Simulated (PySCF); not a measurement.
**Simulated characterisation data**

- GIAO PBE0/pcSseg-1 shieldings
- geometry from GFN2-xTB
- code: PySCF 2.14.0 with density-fitted response routines
- relativity neglected, fast rotation and ring inversion assumed for equivalent nuclei, single conformer, isolated molecule

Referencing at the same level of theory: 1H (σref 31.72) and 13C (σref 186.93) against TMS. Splittings of carbon signals by F and P are missing where no couplings were computed. Where no couplings were computed, multiplicities follow the n + 1 count of equivalent neighbours, and m marks all less simple cases (inequivalent or close neighbours, rings, F or P nearby). Acid and N–H amide carbonyl carbons lie up to 10 ppm further downfield in solution (hydrogen bonding). Shifts are as computed. Against solution values, carbons near 30 ppm lie about +3 ppm off and those near 130 ppm about +5 ppm. Of 1211 compounds with measured shifts, 218 miss one by over three times the rms of a fit or turn the order of signals round; such compounds aren't used in these exercises. OH and NH positions are gas-phase values without hydrogen bonding to other molecules.

Compound 1 (C4H5F3O3). 1H NMR (600 MHz, computed): δ 6.44 (br s, 1H), 4.18 (m, 1H), 3.77 (s, 3H). 13C{1H} NMR (computed): δ 167.7, 132.7, 87.7, 61.3. Structure: `CO[C@H](C(=O)O)C(F)(F)F`.

Compound 2 (C4H11NSi). 1H NMR (600 MHz, computed): δ 6.12 (m, 1H), 3.89 (m, 1H), 3.74 (t, 3H), 3.67 (m, 1H), 3.02 (q, 2H), 2.60 (s, 3H). 13C{1H} NMR (computed): δ 147.6, 84.7, 43.5, 37.0. Structure: SMILES [SiH3]CN(C=C)C.

Compound 3 (C6H11P). 1H NMR (600 MHz, computed): δ 2.95 (m, 2H), 2.00 (m, 4H), 1.44 (m, 1H), 0.86 (m, 2H), 0.35 (m, 2H). 13C{1H} NMR (computed): δ 26.7, 22.9, 14.6, 5.7. Structure: SMILES C1CP(C2CC2)C1.

Compound 4 (C5H10OSi). 1H NMR (600 MHz, computed): δ 4.79 (t, 2H), 3.76 (s, 3H), 2.01 (t, 2H), 1.91 (s, 3H). 13C{1H} NMR (computed): δ 80.2 (C), 78.9 (C), 53.9 (CH3), 5.1 (CH2), 4.9 (CH3). Structure: `CC#CC[SiH2]OC`.
